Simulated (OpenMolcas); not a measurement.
# Nb²⁺: input and output

Input:

```
&GATEWAY
Coord
1

Nb 0.0 0.0 0.0
Basis=ANO-R3
Group=XYZ
NoMove
AngMom=0.0 0.0 0.0
AMFI
&SEWARD
&RASSCF
FileOrb=start.orb
Symmetry=1
Spin=4
nActEl=3 0 0
Inactive=9 9
Ras2=5 0
CIRoot=10 10 1
SDav=10
CIMx=300
Iter=120 100
PrWF=0.3
OrbListing=Nothing
MaxOrb=0
Atom
>>> COPY $Project.JobIph JOB001
&RASSCF
FileOrb=start.orb
Symmetry=1
Spin=2
nActEl=3 0 0
Inactive=9 9
Ras2=5 0
CIRoot=40 40 1
SDav=40
CIMx=300
Iter=120 100
PrWF=0.3
OrbListing=Nothing
MaxOrb=0
Atom
>>> COPY $Project.JobIph JOB002
&RASSI
NrOfJobIphs=2 10 40
1 2 3 4 5 6 7 8 9 10
1 2 3 4 5 6 7 8 9 10 11 12 13 14 15 16 17 18 19 20 21 22 23 24 25 26 27
28 29 30 31 32 33 34 35 36 37 38 39 40
IphNames
JOB001
JOB002
EJob
SpinOrbit
DIPRint=1.0
SOCoupling=1000.0
Subsets=2
MEES
Property=10
'ANGMOM' 1 'ANGMOM' 2 'ANGMOM' 3 'MLTPL  1' 1 'MLTPL  1' 2 'MLTPL  1' 3
'AMFI' 1 'AMFI' 2 'AMFI' 3 'MLTPL  2' 6
SOProperty=3
'ANGMOM' 1 'ANGMOM' 2 'ANGMOM' 3
```

Launched by
```bash
OMP_NUM_THREADS=1 MOLCAS_MEM=2252 MOLCAS_PROJECT=a pymolcas a.inp > a.log  # once for each step of the input, in one work folder
```

A driver script runs the steps one by one and writes start.orb anew before each from the orbitals found so far.

Output, cut to the results:

```
--- SEWARD ---
Basis set label: NB.ANO-R...8S6P6D3F2G1H.

      Electronic valence basis set:
      ------------------
      Associated Effective Charge  41.000000 au
      Associated Actual Charge     41.000000 au
      Nuclear Model: Finite nucleus - Gaussian distribution
        Gaussian exponent, Xi/bohr**(-2):  2.21204E+08

      Shell  nPrim  nBasis  Cartesian Spherical Contaminant
         s      23       8        X
         p      15       6        X
         d      12       6                 X
         f       6       3                 X
         g       5       2                 X
         h       3       1                 X
                  Relativistic X2C integrals
                  Atomic mean-field integrals
--- RASSCF ---
Wave function specifications:
      -----------------------------

      Number of closed shell electrons          36
      Number of electrons in active shells       3
      Max number of holes in RAS1 space          0
      Max nr of electrons in RAS3 space          0
      Number of inactive orbitals               18
      Number of active orbitals                  5
      Number of secondary orbitals              83
      Spin quantum number                      1.5
      State symmetry                             1
Orbital specifications:
      -----------------------

      Symmetry species                           1   2
                                                ag  au
      Frozen orbitals                            0   0
      Inactive orbitals                          9   9
      Active orbitals                            5   0
      RAS1 orbitals                              0   0
      RAS2 orbitals                              5   0
      RAS3 orbitals                              0   0
      Secondary orbitals                        42  41
      Deleted orbitals                           0   0
      Number of basis functions                 56  50
      Number of CSFs                            10
      Number of root(s) required                10
      Iter CI   SX   CI       RASSCF       Energy    max ROT     max BLB   max BLB  Level Ln srch  Step   QN
          iter iter root      energy       change     param      element    value   shift minimum  type update
 Nr of preliminary CI iterations:   1
      Total energies have been shifted. Add                -3000.00 au
        1   1   12    0  -816.52468626    0.00E+00   1.24E-01*   7  10 2  8.90E-02*  0.00   0.00    SX    NO
        2   1   12    0  -816.54840157   -2.37E-02*  4.82E-02    8  14 2  5.47E-02*  0.00   0.00    SX    NO
        3   1   11    0  -816.55122266   -2.82E-03*  3.03E-02    7  13 2 -2.41E-02*  0.00   0.00    SX    NO
        4   1   11    0  -816.55222951   -1.01E-03*  1.75E-02    7  13 2  1.46E-02*  0.00   0.00    SX    NO
        5   1   11    0  -816.55253138   -3.02E-04*  6.49E-03    9  15 2 -8.10E-03*  0.00   0.62    QN   YES
        6   1   10    0  -816.55271775   -1.86E-04*  3.52E-04    8  14 2 -4.58E-04*  0.00   1.05    QN   YES
        7   1    9    0  -816.55271826   -5.09E-07*  1.04E-04    8  14 2  8.94E-05   0.00   0.84    QN   YES
        8   1    7    0  -816.55271830   -3.88E-08*  2.17E-05   10  24 1 -7.49E-06   0.00   0.85    QN   YES
        9   1    5    0  -816.55271830   -1.94E-09   2.02E-06   14  23 1  9.10E-07   0.00   0.96    QN   YES
      Convergence after  9 iterations
       10   1    5    0  -816.55271830   -1.05E-11   2.02E-06    7  13 2  2.56E-07   0.00   0.96    QN   YES
      Natural orbitals and occupation numbers for root  1
      sym 1:   1.000000   0.230980   0.769020   0.769020   0.230980
      Natural orbitals and occupation numbers for root  2
      sym 1:   1.000000   0.229555   0.229555   0.770445   0.770445
      Natural orbitals and occupation numbers for root  3
      sym 1:   0.069925   1.000000   0.930075   0.069925   0.930075
::    RASSCF root number  1 Total energy:  -3816.56735360
::    RASSCF root number  2 Total energy:  -3816.56735360
::    RASSCF root number  3 Total energy:  -3816.56735360
::    RASSCF root number  4 Total energy:  -3816.56735360
::    RASSCF root number  5 Total energy:  -3816.56735360
::    RASSCF root number  6 Total energy:  -3816.56735360
::    RASSCF root number  7 Total energy:  -3816.56735360
::    RASSCF root number  8 Total energy:  -3816.51856926
::    RASSCF root number  9 Total energy:  -3816.51856926
::    RASSCF root number 10 Total energy:  -3816.51856926
--- RASSCF ---
Wave function specifications:
...
--- RASSI ---
SPIN-FREE ENERGIES:
  (Shifted by EMIN (a.u.) =      -3816.5673536006)

 SF State       Relative EMIN(au)   Rel lowest level(eV)    D:o, cm**(-1)      L_eff

     1             0.0000000000        0.0000000000              0.0000         3.0
     2             0.0000000000        0.0000000000              0.0000         3.0
     3             0.0000000000        0.0000000000              0.0000         3.0
     4             0.0000000000        0.0000000000              0.0000         3.0
     5             0.0000000000        0.0000000000              0.0000         3.0
     6             0.0000000000        0.0000000000              0.0000         3.0
     7             0.0000000000        0.0000000000              0.0000         3.0
     8             0.0487843441        1.3274896307          10706.9259         1.0
     9             0.0487843441        1.3274896307          10706.9259         1.0
    10             0.0487843441        1.3274896307          10706.9259         1.0
    11             0.0517060499        1.4069932941          11348.1662         4.0
    12             0.0517060499        1.4069932941          11348.1662         4.0
    13             0.0517060499        1.4069932941          11348.1662         4.0
    14             0.0517060499        1.4069932941          11348.1662         4.0
    15             0.0517060499        1.4069932941          11348.1662         4.0
    16             0.0517060499        1.4069932941          11348.1662         4.0
    17             0.0517060499        1.4069932941          11348.1662         4.0
    18             0.0517060499        1.4069932941          11348.1662         4.0
    19             0.0517060499        1.4069932941          11348.1662         4.0
    20             0.0677071561        1.8424055750          14860.0031         4.8
    21             0.0677071561        1.8424055750          14860.0031         4.4
...
```

Levels above the lowest, from the spin-orbit matrix, grouped by J:

```csv
Configuration,Term,J,E (eV),Measured (eV),g,Term weight %,Second
4d3,4F,3/2,0.0000,0.0000,0.400,100,
4d3,4F,5/2,0.0626,0.0640,1.029,100,
4d3,4F,7/2,0.1447,0.1459,1.238,100,
4d3,4F,9/2,0.2419,0.2404,1.333,99,
4d3,4P,1/2,1.4042,1.0742,2.622,98,2 2P
4d3,4P,3/2,1.4171,1.0672,1.707,94,6 2P
4d3,2G,7/2,1.5034,1.1451,0.890,100,
4d3,4P,5/2,1.5037,1.1895,1.599,99,
4d3,2G,9/2,1.5717,1.2156,1.097,92,8 2H
4d3,2P,3/2,1.9423,,1.158,58,37 2D(1)
4d3,2P,1/2,1.9580,,0.714,98,2 4P
4d3,2H,9/2,1.9812,1.6014,0.925,92,8 2G
4d3,2H,11/2,2.0237,1.6445,1.091,100,
4d3,2D(1),5/2,2.2068,1.6234,1.202,99,
4d3,2D(1),3/2,2.2134,,1.002,62,37 2P
4d3,2F,7/2,3.2820,2.4625,1.143,100,
4d3,2F,5/2,3.3137,2.4766,0.858,100,
4d3,2D(2),5/2,5.1051,,1.200,100,
4d3,2D(2),3/2,5.1418,,0.800,100,
```

Against the 13 measured excited levels shown (the list in Shadmi, J. Res. Natl. Bur. Stand. 70A, 435 (1966)) the mean absolute deviation is 2900 cm-1; the largest miss in energy is 4d3 2F 5/2: computed 3.3137, measured 2.4766 eV (+33.8 %).

Levels of configurations with an s electron are missing; early in the row they begin among the upper levels of the d shell and mix with terms of their name. Without dynamic correlation excited terms often stand tens of per cent too high (terms of higher spin than the ground term too low), and those without a measured partner can miss by more than the paired ones. Measured partners are found by configuration, term and J. A level has none where our copy of the source lacks it or the pairing is in doubt (some pairs that miss far off the trend of their configuration count as doubtful), and it then counts in no deviation. Levels of configurations outside the active space are missing.

The term weight is that of the spin-free term in the level, not the purity of its configuration. A number in round brackets counts repeated terms of one configuration in the order of the reference energies.
